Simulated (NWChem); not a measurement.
# vinylidene fluoride (C₂H₂F₂); SMILES FC(F)=C

Program: NWChem. Level B3LYP/def2-SVP: optimisations from one semi-empirical or force-field start; each run changes one setting, and all end within 0.3 mHa of each other.

| setting | optimisation steps |
|---|---|
| redundant internal coordinates, default thresholds | 4 |
| Cartesian coordinates | 4 |
| tight thresholds | 6 |
| symmetry off | 4 |
